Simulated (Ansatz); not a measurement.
This geometry of AlH6N2P (10 atoms, charge 0, multiplicity 1) is a first-order saddle point.

Theory: RKS r2SCAN-D4/6-31G* in Ansatz 0.2.0.

```xyz
10
Properties=species:S:1:pos:R:3
N -1.779 1.198 -0.403
Al -0.558 0.613 0.745
N 1.014 -0.033 0.105
P 1.009 -1.715 -0.195
H -2.701 1.522 -0.137
H -1.690 1.174 -1.411
H -0.898 0.727 2.289
H 1.887 0.478 0.008
H 1.620 -1.831 -1.485
H 2.177 -2.185 0.487
```

Which two structures does it join? (They come from a converged band through this point; their orientation in space is the band's.)

No bond is made or broken. The dihedral N1–Al2–N3–P4 goes from 180 to 0°.

Image 0:

```xyz
10
Properties=species:S:1:pos:R:3
N -1.132 2.048 -0.125
Al -0.829 0.401 0.473
N 0.572 -0.506 -0.208
P 0.984 -2.101 0.289
H -1.897 2.625 0.204
H -0.595 2.552 -0.819
H -1.765 -0.246 1.570
H 1.169 -0.087 -0.916
H 1.181 -2.755 -0.971
H 2.395 -1.982 0.507
```

Image 10:

```xyz
10
Properties=species:S:1:pos:R:3
N -1.285 1.588 0.226
Al -0.956 -0.051 0.815
N 0.451 -0.950 0.133
P 1.485 -0.295 -1.072
H -2.047 2.174 0.540
H -0.735 2.064 -0.479
H -1.857 -0.746 1.919
H 0.667 -1.887 0.463
H 2.784 -0.572 -0.535
H 1.577 -1.376 -2.006
```

How far does it lie above each of them?

17.1 kJ/mol above the first and 21.6 kJ/mol above the second. This is the barrier of this one path; another mechanism may lie lower.

Time of the run: 6.4 min on 2 CPU threads of a shared host.
